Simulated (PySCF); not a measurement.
(MgO)3 ring, Mg₃O₃.
Structure used (PBE0-D3(BJ)/def2-SVP), in Å, numbered top down from 1:
```
atom  x, y, z in Å
Mg1    1.435    0.371   -0.836
O2    -0.031    1.293   -1.448
Mg3   -1.470    0.760   -0.439
O4    -1.640   -0.430    0.950
Mg5    0.029   -1.129    1.271
O6     1.677   -0.866    0.501
```

Jobs on this species (6 atoms, 60 electrons) with PySCF (density fitting). Hardware of each: one thread, Arm Neoverse V1, no GPU, on a shared host. Other jobs ran on the host; a repeat could differ by tens of per cent or more.

```
                                                             level and settings                                                                work  basis functions  SCF cycles  wall time
                                                                B3LYP/def2-SVPD  10 singlets by full TDDFT, 4 Tamm–Dancoff triplets, polarisability              132           ?          ?
                                                                  PBE0/pcSseg-1                             shieldings, charges and field gradients               99           ?          ?
delta-SCF UKS SCAN, pcX-2 on the ionised atom, pcseg-1 elsewhere, spin-free X2C                                       ΔSCF core ionisation, 2 holes              107          38      4.7 s
                                                                   KT2/pcSseg-1                                                          shieldings               99          16      7.5 s
                                             PBE0-D3(BJ)/def2-SVP, grid level 1                         geometry optimisation from a GFN2-xTB start               96          65       29 s
```

Fill in the missing figures.

- B3LYP/def2-SVPD; 10 singlets by full TDDFT, 4 Tamm–Dancoff triplets, polarisability: 11 s, 14 SCF cycles
- PBE0/pcSseg-1; shieldings, charges and field gradients: 5.5 s, 16 SCF cycles

What do all jobs in the table cost together?

About 58 s; the longest takes about 50 % of that, and about 6.2 times as long as the shortest.
